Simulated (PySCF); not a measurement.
## A parent and its derivatives

The calculation used TDDFT PBE0/def2-SVPD, vertical, gas phase, core orbitals frozen in the response, def2 core potentials past Kr (PySCF 2.14.0, density-fitted response routines). Geometries: PBE0-D3(BJ)/def2-SVP; one conformer of each isolated species. Triplets are in the Tamm–Dancoff approximation. Atoms past krypton carry core potentials; spin–orbit coupling is left out.

Parent: Ta(NH)Cl3, `[NH]=[Ta]([Cl])([Cl])[Cl]`, with lowest singlet excitation energy 4.53 eV, HOMO–LUMO gap 6.22 eV, S1–T1 gap 0.28 eV, LUMO energy -2.55 eV, HOMO energy -8.78 eV. Its spectrum: 4.53 eV (f 0.000); 4.68 eV (f 0.007 summed over 2 states); 4.74 eV (f 0.009); 5.86 eV (f 0.032 summed over 2 states); 6.02 eV (f 0.000).

Shifts from the parent:

| change | SMILES | Δ S1 (eV) | Δ gap (eV) | Δ S1−T1 (eV) | Δ LUMO (eV) | Δ HOMO (eV) |
| --- | --- | --- | --- | --- | --- | --- |
| ligand (all three): Cl to Br | [NH]=[Ta]([Br])([Br])[Br] | -0.36 | -0.52 | -0.13 | -0.16 | +0.36 |
| ligand (all three): Cl to Me | [CH3][Ta]([CH3])([CH3])=[NH] | +0.11 | +0.21 | +0.17 | +1.61 | +1.39 |
| ligand (all three): Cl to OH | [NH]=[Ta]([OH])([OH])[OH] | +1.39 | +1.34 | +0.45 | +2.31 | +0.97 |
| ligand (all three): Cl to OMe | C[O][Ta](=[NH])([O]C)[O]C | +1.45 | +1.39 | +0.45 | +2.70 | +1.31 |
| ligand (all three): Cl to F | [NH]=[Ta]([F])([F])[F] | +0.89 | +1.21 | +0.30 | +1.22 | +0.01 |
| ligand (all three): Cl to NH2 | [NH]=[Ta]([NH2])([NH2])[NH2] | +0.66 | +0.33 | -0.15 | +2.47 | +2.14 |
| ligand (all three): Cl to SMe | C[S][Ta](=[NH])([S]C)[S]C | -0.58 | -1.10 | +0.17 | +0.86 | +1.96 |

Question: Predict the same shifts for this change: ligand (all three): Cl to OSiH3 (`[NH]=[Ta]([O][SiH3])([O][SiH3])[O][SiH3]`).

Answer: Δ lowest singlet excitation energy +1.02 eV, Δ HOMO–LUMO gap +0.95 eV, Δ S1–T1 gap +0.24 eV, Δ LUMO energy +2.01 eV, Δ HOMO energy +1.06 eV. Spectrum: 5.55 eV (f 0.000); 5.72 eV (f 0.009 summed over 2 states); 5.92 eV (f 0.019); 6.06 eV (f 0.017); 6.07 eV (f 0.018). S1 falls most with ligand (all three): Cl to SMe (-0.58 eV), and it rises most with ligand (all three): Cl to OMe (+1.45 eV). S1 is simply the lowest singlet of each species and needn't be the same kind of state throughout. Over these 8 changes the shifts of S1 and of the HOMO–LUMO gap correlate with r = 0.97.
